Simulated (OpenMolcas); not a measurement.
## OpenMolcas run: C3+

Input:

```
&GATEWAY
Coord
1

C 0.0 0.0 0.0
Basis=ANO-L-VDZP
Group=XYZ
NoMove
AngMom=0.0 0.0 0.0
AMFI
&SEWARD
&RASSCF
FileOrb=start.orb
Symmetry=1
Spin=2
nActEl=1 0 0
Inactive=1 0
Ras2=1 3
CIRoot=1 1 1
SDav=1
CIMx=300
Iter=120 100
PrWF=0.3
OrbListing=Nothing
MaxOrb=0
Atom
>>> COPY $Project.JobIph JOB001
&RASSCF
FileOrb=start.orb
Symmetry=2
Spin=2
nActEl=1 0 0
Inactive=1 0
Ras2=1 3
CIRoot=3 3 1
SDav=3
CIMx=300
Iter=120 100
PrWF=0.3
OrbListing=Nothing
MaxOrb=0
Atom
>>> COPY $Project.JobIph JOB002
&RASSI
NrOfJobIphs=2 1 3
1
1 2 3
IphNames
JOB001
JOB002
EJob
SpinOrbit
DIPRint=1.0
SOCoupling=1000.0
Subsets=2
MEES
Property=10
'ANGMOM' 1 'ANGMOM' 2 'ANGMOM' 3 'MLTPL  1' 1 'MLTPL  1' 2 'MLTPL  1' 3
'AMFI' 1 'AMFI' 2 'AMFI' 3 'MLTPL  2' 6
SOProperty=3
'ANGMOM' 1 'ANGMOM' 2 'ANGMOM' 3
```

Launched by
```bash
OMP_NUM_THREADS=1 MOLCAS_MEM=2252 MOLCAS_PROJECT=a pymolcas a.inp > a.log  # once for each step of the input, in one work folder
```

A driver script runs the steps one by one and writes start.orb anew before each from the orbitals found so far.

Output, cut to the results:

```
--- SEWARD ---
Basis set label: C.ANO-L...3S2P1D.

      Electronic valence basis set:
      ------------------
      Associated Effective Charge   6.000000 au
      Associated Actual Charge      6.000000 au
      Nuclear Model: Point charge

      Shell  nPrim  nBasis  Cartesian Spherical Contaminant
         s      14       3        X
         p       9       2        X
         d       4       1                 X
                  Atomic mean-field integrals
--- RASSCF ---
Wave function specifications:
      -----------------------------

      Number of closed shell electrons           2
      Number of electrons in active shells       1
      Max number of holes in RAS1 space          0
      Max nr of electrons in RAS3 space          0
      Number of inactive orbitals                1
      Number of active orbitals                  4
      Number of secondary orbitals               9
      Spin quantum number                      0.5
      State symmetry                             1
Orbital specifications:
      -----------------------

      Symmetry species                           1   2
                                                ag  au
      Frozen orbitals                            0   0
      Inactive orbitals                          1   0
      Active orbitals                            1   3
      RAS1 orbitals                              0   0
      RAS2 orbitals                              1   3
      RAS3 orbitals                              0   0
      Secondary orbitals                         6   3
      Deleted orbitals                           0   0
      Number of basis functions                  8   6
      Number of CSFs                             1
      Number of root(s) required                 1
      Iter CI   SX   CI       RASSCF       Energy    max ROT     max BLB   max BLB  Level Ln srch  Step   QN
          iter iter root      energy       change     param      element    value   shift minimum  type update
 Nr of preliminary CI iterations:   1
 ###############################################################################
 ###############################################################################
 ###                                                                         ###
 ###                                                                         ###
 ###    WARNING: Problems in orbital optimization.                           ###
 ###                                                                         ###
 ###                                                                         ###
 ###############################################################################
 ###############################################################################
  Warning: In symmetry  2, orbital p=   1 has diagonal density matrix element D(p,p) close to zero. D(p,p)=  0.000000E+00
  Warning: In symmetry  2, orbital p=   2 has diagonal density matrix element D(p,p) close to zero. D(p,p)=  0.000000E+00
        ...
  Warning: In symmetry  2, orbital p=   1 has diagonal density matrix element D(p,p) close to zero. D(p,p)=  0.000000E+00
  Warning: In symmetry  2, orbital p=   2 has diagonal density matrix element D(p,p) close to zero. D(p,p)=  0.000000E+00
  Warning: In symmetry  2, orbital p=   3 has diagonal density matrix element D(p,p) close to zero. D(p,p)=  0.000000E+00
        4   1    1    1   -34.72021910    2.84E-14   0.00E+00    1   2 1 -1.30E-08   0.50   0.00    SX    NO
      Convergence after  4 iterations
        5   1    1    1   -34.72021910    1.42E-14   0.00E+00    1   2 1 -1.30E-08   0.50   0.00    SX    NO
      Natural orbitals and occupation numbers for root  1
      sym 1:   1.000000
      sym 2:   0.000000   0.000000   0.000000
::    RASSCF root number  1 Total energy:    -34.72021910
--- RASSCF ---
Wave function specifications:
      -----------------------------

      Number of closed shell electrons           2
      Number of electrons in active shells       1
      Max number of holes in RAS1 space          0
      Max nr of electrons in RAS3 space          0
      Number of inactive orbitals                1
      Number of active orbitals                  4
      Number of secondary orbitals               9
      Spin quantum number                      0.5
      State symmetry                             2
Orbital specifications:
      -----------------------

      Symmetry species                           1   2
...
--- RASSI ---
SPIN-FREE ENERGIES:
  (Shifted by EMIN (a.u.) =        -34.7202191033)

 SF State       Relative EMIN(au)   Rel lowest level(eV)    D:o, cm**(-1)      L_eff

     1             0.0000000000        0.0000000000              0.0000         0.0
     2             0.3241593615        8.8208255916          71144.7564         1.0
     3             0.3241593615        8.8208255916          71144.7564         1.0
     4             0.3241593615        8.8208255916          71144.7564         1.0
     Dipole printing threshold changed to   1.00000000E+00

++ Dipole transition strengths (spin-free states):
   -----------------------------------------------
     for osc. strength at least  1.00000000E+00

  ( Max oscillator strength is only   0.12436775362894431      )
--
Eigenvalues of complex Hamiltonian:
   -----------------------------------
  (Shifted by EMIN (a.u.) =        -34.7202191033)

 SO State       Relative EMIN(au)   Rel lowest level(eV)    D:o, cm**(-1)     J-value

     1             0.0000000000        0.0000000000              0.0000         0.4
     2             0.0000000000        0.0000000000              0.0000         0.4
     3             0.3239425860        8.8149268282          71097.1796         0.4
     4             0.3239425860        8.8149268282          71097.1796         0.4
     5             0.3242677493        8.8237749733          71168.5447         1.4
     6             0.3242677493        8.8237749733          71168.5447         1.4
     7             0.3242677493        8.8237749733          71168.5447         0.8
     8             0.3242677493        8.8237749733          71168.5447         0.8
Weights of the five most important spin-orbit-free states for each spin-orbit state.

 SO State  Total energy (au)           Spin-free states, spin, and weights
 -------------------------------------------------------------------------------------------------------
...
```

The J values that RASSI prints are effective ones from its own formula and need not be integers or half-integers; the table below assigns J from the states.

Levels above the lowest, from the spin-orbit matrix, grouped by J:

```csv
Configuration,Term,J,E (cm⁻¹),Measured (cm⁻¹),Term weight %
2s,²S,1/2,0.0,0.0,100
2p,²P°,1/2,71097,64484,100
2p,²P°,3/2,71169,64592,100
```

Against the 2 measured excited levels shown (Moore, Selected Tables of Atomic Spectra, NSRDS-NBS 3, section 3) the mean absolute deviation is 6600 cm-1; the largest miss in energy is 2p ²P°_1/2: computed 71097, measured 64484 cm⁻¹ (+10.3 %).

With one active electron the reference holds no correlation, so core polarisation is missing. The basis is small and was not contracted for so high a charge. Measured partners are found by configuration, term and J. A level has none where our copy of the source lacks it or the pairing is in doubt (some pairs that miss far off the trend of their configuration count as doubtful), and it then counts in no deviation. Only configurations of the active space appear.

The RASSCF and RASSI steps took 10 s on 1 thread of AMD EPYC 7R43 64-Core Processor (Zen 3), on a shared host; the integral step is not counted.

The term weight is that of the spin-free term in the level, not the purity of its configuration. ° marks odd parity.
